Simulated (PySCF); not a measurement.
Simulated 1H ENDOR lines of a doublet radical (isotropic, first order, 1211.2 mT).

Class means under 0.5 MHz are left out. Line positions in MHz: 46.11, 48.52, 50.74, 52.40, 54.62, 57.03.

Question: What is the proton Larmor frequency at this field?

Answer: νH = 5.58569 × 7.62259 MHz/T × 1.2112 T = 51.57 MHz.

Question: Pair the lines and read off the couplings.

Answer: ν± = |νn ± a/2|, one line for each electron-spin manifold; νn = |g_N| × 7.62259 MHz/T × B. A pair with |a| < 2νn is centred on νn and split by |a|; one with |a| > 2νn is centred on |a|/2 and split by 2νn.

| lower line | upper line | centred on | \|a\| (MHz) |
| --- | --- | --- | --- |
| 46.11 | 57.03 | νn | 10.92 |
| 48.52 | 54.62 | νn | 6.09 |
| 50.74 | 52.40 | νn | 1.66 |

Species: C4H3F2O2 (doublet state).
Numbering: `[O:1]=[C:2]1[CH2:3][C@@H:4]([F:5])[O:6][C:7]1[F:8]` (hydrogens: H9, H10 on C3; H11 on C4)

Question: This is the radical. Which protons give which coupling, and how does each split the EPR lines?

Answer: 10.9 MHz (computed sign +): H9, 3 bonds from C7, a 1:1 doublet of 0.389 mT; 6.1 MHz (computed sign +): H10, 3 bonds from C7, a 1:1 doublet of 0.217 mT; 1.7 MHz (computed sign +): H11, 3 bonds from C7, a 1:1 doublet of 0.059 mT. To first order the positions of ENDOR lines don't depend on how many nuclei share a coupling.

Theory: PySCF 2.14.0, UKS B3LYP, pcH-1 on C F H O, non-relativistic, mean-field spin-orbit, GIAO. Geometry: GFN2-xTB; no solvent, vibrations or thermal averaging. Couplings are sensitive to structure, and on GFN2-xTB geometries they can be far from those on DFT ones. No stability test was run, so a lower SCF solution isn't excluded.
